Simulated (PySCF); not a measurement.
**How methods differ on the ionisation energy of Si⁺**

Si⁺ [Ne] 3s2 3p1 (2P) → Si²⁺ [Ne] 3s2 (1S), as a difference of total energies. Computed with PySCF 2.14 in aug-cc-pV(T+d)Z with one added diffuse shell each of s, p, d, f type (7s6p5d3f, 71 functions), with the non-relativistic Hamiltonian (point nucleus). Correlated levels: valence: [Ne] frozen. The calculations carry no spin-orbit coupling.

**Question.** Order these methods by the ionisation energy they give, lowest first.
A. LDA
B. PBE0
C. r2SCAN0
D. M06-L

**Answer.** D (16.217 eV), A (16.355 eV), B (16.421 eV), C (16.508 eV).

Errors of the correlated levels include the incompleteness of this basis and the frozen core.

For comparison: 16.322 eV (measured; NIST levels, between the centres of gravity of the two terms).
